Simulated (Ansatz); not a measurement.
Input for Ansatz (a quantum-chemistry and plane-wave program): U-r2SCAN/def2-TZVPP on BiBrH2 (SMILES [Br][BiH2]), a point of a bond scan (R = 1.801 Å). Elements past Kr take the def2 small-core potentials; no spin–orbit coupling.

Ansatz 0.2 input:
```yaml
crystal:
  periodic: [false, false, false]
  atoms:
    - {symbol: Bi, position_ang: [-0.43377418, -0.48629616, 0.40451161]}
    - {symbol: H, position_ang: [-1.89863016, -0.15661434, -0.59034886]}
    - {symbol: H, position_ang: [-0.03488637, -1.88034559, -0.66401785]}
    - {symbol: Br, position_ang: [1.08390780, 1.21141547, -0.92343133]}
basis:
  gaussian:
    orbitals: def2-TZVPP
hamiltonian:
  xc: {name: r2SCAN}
magnetization: {spin_polarized: true, initial_magnetization: 0}
```

The head of its log:

```
WARN ansatz: RAYON_NUM_THREADS=1 ignored (pool sized by the plan → 1); use --threads N
Functional definition: r2SCAN
integrals: 0.05 GiB planned
854 factors; their error is unknown
mean field: 0.47 GiB planned
mean field evaluation 1: about -75921.7236 eV, gradient 1.1e1 eV
mean field evaluation 2: about -75920.6626 eV, gradient 1.8e1 eV
```

Give the final energy of this run.

-2790.0999 hartree.
